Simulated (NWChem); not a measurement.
Species: SiHSF3; SMILES F[Si](F)(F)S

```xyz
6

F      0.7839    -0.9418    -1.2519
Si    -0.0110    -0.3400    -0.0009
F      0.6947    -0.9520     1.2977
F     -1.5166    -0.8675    -0.0522
S     -0.0585     1.7544     0.0008
H      1.2908     1.8468     0.0062
```
Atoms are numbered in this order, from 1.

All runs: NWChem. Pople sets run with spherical d functions. STO-3G and 3-21G are far too small for this property and stand as cheap habits. Geometry: optimised at PBE0/def2-SVP. GIAO values for the isolated, static molecule; σ is the absolute isotropic shielding, δ = σ(reference) − σ with the isolated reference molecule computed at the same levels (19F: trichlorofluoromethane, 1H: tetramethylsilane, 29Si: tetramethylsilane).

| level | δ F1 (rotor mean) (ppm) | δ Si2 (ppm) | σ S5 (ppm) | δ H6 (ppm) | relative time |
|---|---|---|---|---|---|
| Hartree-Fock/STO-3G | -164.0 | 13.4 | 992.1 | -1.82 | 1 |
| Hartree-Fock/6-31G* | -80.7 | -46.5 | 781.7 | 0.56 | 8 |
| KT2/pcSseg-1 | -142.8 | -42.3 | 726.8 | 0.84 | 8 |

Relative times are rough (shared machine, one core).
